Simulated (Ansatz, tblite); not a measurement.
Forces on AlSi7H16⁻, a doped cluster cut from the lattice of silicon (Al on a surface site) at its PBE-D4/def2-SVP geometry. Total charge -1; singlet.

The xTB rows come from tblite.

GFN1-xTB (tblite), largest force 0.74 eV/Å:

```xyz
24
positions Å, forces eV/Å
Si   -0.499   -2.489   -0.409    0.259   -0.169   -0.004
Si   -1.004    1.805   -1.438   -0.121    0.201   -0.136
Si    2.516    0.214   -0.485    0.107   -0.244   -0.157
Si   -0.941    0.390    2.299   -0.112    0.062    0.239
Al    1.942   -2.190   -0.856   -0.058    0.067    0.026
Si    1.334    1.834   -1.731    0.104    0.222   -0.077
Si   -1.310   -1.863    1.718   -0.196   -0.119    0.117
Si   -1.767    1.991    0.783   -0.130    0.147    0.057
H    -0.984   -3.934   -0.472   -0.119    0.630   -0.086
H    -1.475   -1.771   -1.327    0.167   -0.569    0.412
H    -1.651    2.944   -2.203    0.157   -0.620    0.183
H    -1.586    0.533   -2.002    0.126    0.723    0.081
H     3.951    0.585   -0.848   -0.521    0.095    0.371
H     2.379    0.761    0.927    0.339   -0.005   -0.638
H     0.535    0.653    2.464   -0.714   -0.060    0.181
H    -1.580    0.707    3.638    0.470   -0.088   -0.462
H     2.222   -2.554   -2.421    0.046   -0.023    0.409
H     2.779   -3.086    0.219   -0.133    0.121   -0.371
H     1.519    1.650   -3.224    0.033    0.259    0.628
H     1.762    3.264   -1.453   -0.184   -0.560   -0.343
H    -2.799   -2.094    1.907    0.670    0.010    0.129
H    -0.645   -2.645    2.834   -0.467    0.233   -0.436
H    -3.280    1.927    0.770    0.631    0.210    0.118
H    -1.419    3.368    1.311   -0.353   -0.523   -0.241
```

GFN2-xTB (tblite), largest force 0.63 eV/Å:

```
Si 0.265 -0.165 0.174
Si 0.115 0.166 0.120
Si 0.037 -0.178 -0.308
Si -0.217 -0.050 -0.075
Al -0.399 0.453 0.175
Si -0.163 -0.016 0.035
Si 0.034 0.163 0.023
Si 0.108 -0.121 -0.048
H -0.106 0.392 -0.088
H 0.072 -0.308 0.234
H 0.091 -0.526 0.139
H 0.135 0.607 0.124
H -0.305 0.075 0.272
H 0.183 0.019 -0.348
H -0.625 -0.054 0.095
H 0.413 -0.043 -0.364
H 0.145 -0.081 0.168
H -0.014 -0.068 -0.226
H 0.054 0.230 0.530
H -0.181 -0.447 -0.301
H 0.551 0.028 0.138
H -0.410 0.174 -0.373
H 0.529 0.176 0.138
H -0.310 -0.422 -0.234
```

r2SCAN0-D4/def2-TZVPD (Ansatz), largest force 0.46 eV/Å:

```
Si -0.425 -0.169 -0.064
Si -0.231 -0.021 -0.216
Si 0.260 0.357 0.137
Si 0.141 0.122 0.256
Al 0.098 -0.109 -0.043
Si 0.050 0.192 -0.206
Si -0.112 -0.123 0.233
Si -0.184 0.206 0.081
H 0.134 0.367 0.009
H 0.266 -0.201 0.244
H 0.184 -0.298 0.204
H 0.157 0.369 0.144
H -0.364 -0.107 0.095
H 0.044 -0.152 -0.382
H -0.419 -0.074 -0.027
H 0.163 -0.095 -0.358
H -0.029 0.050 0.215
H -0.117 0.114 -0.151
H -0.028 0.051 0.400
H -0.119 -0.387 -0.064
H 0.400 0.070 -0.059
H -0.184 0.190 -0.306
H 0.408 0.013 0.015
H -0.093 -0.366 -0.154
```
